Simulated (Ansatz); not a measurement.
Computed with Ansatz on PBE0-D4/def2-TZVP structures; ΔE is electronic, products minus reactants. CCSD(T)/CBS is the MP2 limit (def2-TZVPP, def2-QZVPP) plus CCSD(T) − MP2 in def2-TZVPP, frozen cores. This one scheme is used for every species. DFT in def2-TZVPP.

`FC1C=C1[SiH3]` + H₂ → `[SiH3]C1=CC1` + H–F  (hydrogenolysis of a C–F bond)

`FC1C=C1[SiH3]`:

Cartesian coordinates in Å:
```
F -1.127 2.171 0.125
C -0.925 0.966 0.776
C -1.498 -0.232 0.207
C -0.204 -0.102 0.049
Si 1.413 -0.680 -0.622
H -0.809 1.161 1.839
H -2.387 -0.808 0.006
H 1.929 0.339 -1.568
H 1.240 -1.980 -1.317
H 2.368 -0.835 0.505
```

H₂:

```xyz
2

H    -0.055    0.354    0.105
H     0.055   -0.354   -0.105
```

`[SiH3]C1=CC1`:

Z-matrix (Å, degrees):
```
Si
C 1 1.833
H 1 1.485 2 110.5
H 1 1.486 2 109.3 3 120.7
H 1 1.486 2 109.3 3 -120.6
C 2 1.296 1 152.3 3 0.3
C 2 1.523 1 145.0 3 -179.7
H 6 1.078 2 147.8 1 -0.0
H 7 1.090 2 119.0 1 -73.4
H 7 1.090 2 119.0 1 73.5
```

H–F:

Cartesian coordinates in Å:
```
F -0.446 -0.091 0.067
H 0.446 0.091 -0.067
```

CCSD(T)/CBS gives -0.77 eV.

Q: Another level gave -0.80 eV. Which?
A. ωB97X-V/def2-TZVPP
B. CCSD(T)/def2-TZVPP
C. B2PLYP/def2-TZVPP
D. MP2/def2-TZVPP

A: D. MP2/def2-TZVPP -0.80, ωB97X-V -0.61, CCSD(T)/def2-TZVPP -0.76, B2PLYP -0.69 eV.

Largest T1 diagnostic among the species: 0.012.

In def2-TZVPP, CCSD(T) changes the Hartree–Fock value by −0.03 eV (the triples alone add +0.02 eV) and MP2 by −0.07 eV. From PBE to PBE0 (25 % exact exchange), in def2-TZVPP and without D4, ΔE moves by −0.08 eV.
